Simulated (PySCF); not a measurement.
H8NSi3, SMILES [SiH2]N([SiH3])[SiH3] (connectivity only; charge and spin as stated), charge +1, multiplicity 1. Atoms are numbered in the order given.

```xyz
12

Si     0.0000     0.0000    -1.7816
N      0.0000     0.0000    -0.1136
Si     1.5714     0.0000     0.8669
Si    -1.5714     0.0000     0.8669
H      1.3029     0.0000    -2.5024
H     -1.3029     0.0000    -2.5024
H      1.5302     1.2448     1.6923
H      2.6677     0.0000    -0.1507
H      1.5302    -1.2448     1.6923
H     -1.5302    -1.2448     1.6923
H     -2.6677     0.0000    -0.1507
H     -1.5302     1.2448     1.6923
```
Charge +1, spin multiplicity 1.

Coordinates come from a PBE-D3(BJ)/def2-SVP optimisation. The spin state was assumed, not searched. The isomer is the one that the SMILES or the coordinates give; other isomers of the formula were not compared.

Method: PySCF with SMD-M06-2X/6-31G*.

Solvation free energies are E(SMD) − E(gas) at the gas-phase geometry, for 1 M in both phases.

Rank water, ethanol, ethylethanoate by solvation free energy, most negative first.

ethanol (-52.1 kcal/mol), water (-49.0 kcal/mol), ethylethanoate (-45.0 kcal/mol)
